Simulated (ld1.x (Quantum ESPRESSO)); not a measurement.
**An all-electron radial function and its pseudo partner (phosphorus (P))**

Columns: radius, all-electron u(r) and pseudo u(r) of the 3p shell (level -5.60 eV) of phosphorus in the configuration [Ne] 3s2 3p3; LDA (PZ), scalar-relativistic, TM scheme, ld1.x (Quantum ESPRESSO) 7.5.

```csv
r (bohr),all-electron,pseudo
0.082,0.1015,-0.0037
0.165,0.2305,-0.0150
0.248,0.2949,-0.0335
0.330,0.2936,-0.0586
0.413,0.2447,-0.0903
0.495,0.1676,-0.1272
0.578,0.0743,-0.1692
0.660,-0.0233,-0.2145
0.742,-0.1198,-0.2626
0.825,-0.2122,-0.3130
0.908,-0.2970,-0.3640
0.990,-0.3719,-0.4137
1.072,-0.4375,-0.4615
1.155,-0.4946,-0.5069
1.238,-0.5426,-0.5480
1.320,-0.5816,-0.5835
1.402,-0.6128,-0.6133
1.485,-0.6372,-0.6373
1.568,-0.6550,-0.6550
1.650,-0.6670,-0.6670
1.733,-0.6739,-0.6739
1.815,-0.6765,-0.6765
1.898,-0.6752,-0.6752
1.980,-0.6707,-0.6707
2.062,-0.6634,-0.6634
2.145,-0.6537,-0.6537
```

**Question.** How many radial nodes do the two functions have?

**Answer.** The all-electron 3p function has n − l − 1 = 1; the pseudo-wave has 0, since the states of the same l below it are removed with the core.

**Question.** At about which radius was the pseudo-wave matched?

**Answer.** 1.65 bohr. The columns agree to 0.0005 from 1.40 bohr on; several derivatives are matched, so the curves merge somewhat inside the radius.

**Question.** Where does each function peak?

**Answer.** Outermost all-electron maximum near 1.81 bohr, pseudo maximum near 1.81 bohr (to the table’s step).

**Question.** Is the pseudo-wave norm-conserving?

**Answer.** Yes: the TM scheme keeps the norm inside the radius equal to the all-electron one, which fixes the energy derivative of the logarithmic derivative at the level.
